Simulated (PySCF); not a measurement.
Numbering as in the mapped SMILES `[CH3:1][C:2](=[O:3])[NH:4][AlH3-:5]` (H(Xn): hydrogen on atom n).

Geometry: PBE0-D3(BJ)/def2-SVP; GIAO absolute shieldings from PySCF, gas phase, non-relativistic, averaged over equivalent atoms.

At PBE0/pcSseg-1 (127 basis functions, 9.4 s wall time on 1 thread of an x86-64 server CPU, shared host):
| atoms | σ (ppm) |
| --- | --- |
| C2 | 13.0 |
| C1 | 157.4 |
| O3 | -87.5 |
| N4 | 126.5 |
| Al5 | 463.0 |
| H(Al5) | 27.43 |
| H(N4) | 27.99 |
| H(C1) | 29.87 |

Predict the values at WP04/pcSseg-2 on the same geometry.

Answers


```tsv
atoms	σ at WP04/pcSseg-2	change
C2	-6.8	-19.8
C1	143.4	-14.0
O3	-73.3	+14.2
N4	101.2	-25.3
Al5	463.9	+0.9
H(Al5)	28.74	+1.31
H(N4)	27.79	-0.20
H(C1)	30.12	+0.25
```

The largest change is at N4 (amide-type nitrogen). Cost: 285 basis functions, 28 s wall time on 1 thread of an x86-64 server CPU, shared host.

Hydrogen bonding in solution deshields acid and N–H amide carbonyl carbons by as much as 10 ppm beyond these values.
